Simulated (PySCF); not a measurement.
Ta(I)5, SMILES [I][Ta]([I])([I])([I])[I] (I₅Ta) (CAM-B3LYP/def2-SVP optimised geometry):

```
6

Ta    -1.332     0.000     0.000
I     -2.665     0.003    -2.306
I     -1.332     2.720     0.000
I     -1.331    -2.720    -0.004
I      1.332     0.000     0.000
I     -2.659    -0.001     2.309
```

Level of theory: PySCF with CAM-B3LYP/def2-TZVP, def2 effective core potentials past Kr.

Task: What are the frontier orbital energies and the dipole moment?

Result: HOMO-2 -8.75 eV, HOMO-1 -8.44 eV, HOMO -8.43 eV, LUMO -3.04 eV, LUMO+1 -3.04 eV; dipole moment 0.01 D.
